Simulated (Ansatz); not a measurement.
Input for Ansatz (an electronic-structure program): R-CCSD(T)/aug-cc-pVTZ on toluene (SMILES Cc1ccccc1), atoms moved off the minimum.

Ansatz 0.2 input:
```yaml
crystal:
  periodic: [false, false, false]
  atoms:
    - {symbol: C, position_ang: [-2.44188775, -0.08305168, 0.00542893]}
    - {symbol: C, position_ang: [-0.88722112, -0.02265374, 0.03085446]}
    - {symbol: C, position_ang: [-0.14550588, -1.18285683, 0.20061737]}
    - {symbol: C, position_ang: [1.25661113, -1.14869702, 0.12947530]}
    - {symbol: C, position_ang: [1.86414597, 0.09809857, 0.01326872]}
    - {symbol: C, position_ang: [1.17538266, 1.24959375, -0.16322294]}
    - {symbol: C, position_ang: [-0.28172816, 1.15981390, -0.17749637]}
    - {symbol: H, position_ang: [-2.84645348, 0.80649080, 0.33887678]}
    - {symbol: H, position_ang: [-2.79014904, -0.89837536, 0.58573461]}
    - {symbol: H, position_ang: [-2.74474445, -0.30435062, -1.05327801]}
    - {symbol: H, position_ang: [-0.63919357, -2.13592247, 0.36163951]}
    - {symbol: H, position_ang: [1.83539861, -2.01433191, 0.31158252]}
    - {symbol: H, position_ang: [2.99021426, 0.11716816, -0.03408077]}
    - {symbol: H, position_ang: [1.65426342, 2.24362464, -0.34850048]}
    - {symbol: H, position_ang: [-0.85304822, 2.04224053, -0.30460905]}
basis:
  gaussian:
    orbitals: aug-cc-pVTZ
magnetization: {spin_polarized: false}
correlation: {method: ccsd_t, electrons: outside_noble_gas}
scf: {lower_state_search: off}
output: {forces: true}
```

Task: What total energy does the run end on?

Result: -271.0507 hartree (reference determinant -269.8148, T1 diagnostic 0.010).
